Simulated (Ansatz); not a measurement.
Two isomers of CH8ClNSi2: A = `N[SiH]([SiH3])CCl`, B = `CN([SiH3])[SiH2]Cl`.

Gas-phase electronic energies from Ansatz, PBE0-D4/def2-TZVP geometries. CCSD(T)/CBS adds triple-zeta CCSD(T) − MP2 to the extrapolated MP2 energy (def2 sets, frozen cores). DFT in def2-TZVPP. Each species was taken in one conformer, which may not be the lowest.

(1) Which isomer does CCSD(T)/CBS put lower? Give the gap. (Best estimate.)

(2) Give E(B) − E(A) in kcal/mol with MP2/def2-TZVPP, HF/def2-TZVPP, CCSD(T)/def2-TZVPP, PBE0-D4, ωB97M-V, CCSD/def2-TZVPP, B2PLYP. (An estimate is asked.)

Largest T1 diagnostic: 0.011.

Results:

(1) Computed: B, by 37.7 kcal/mol.

(2) Ansatz gave: MP2/def2-TZVPP -40.7, HF/def2-TZVPP -42.8, CCSD(T)/def2-TZVPP -38.1, PBE0-D4 -34.3, ωB97M-V -38.3, CCSD/def2-TZVPP -38.8, B2PLYP -38.4. None reverses the order clearly.

In def2-TZVPP, CCSD(T) changes the Hartree–Fock value by +4.6 kcal/mol (the triples alone add +0.6 kcal/mol) and MP2 by +2.1 kcal/mol. From PBE to PBE0 (25 % exact exchange), in def2-TZVPP and without D4, E(B) − E(A) moves by −2.3 kcal/mol.
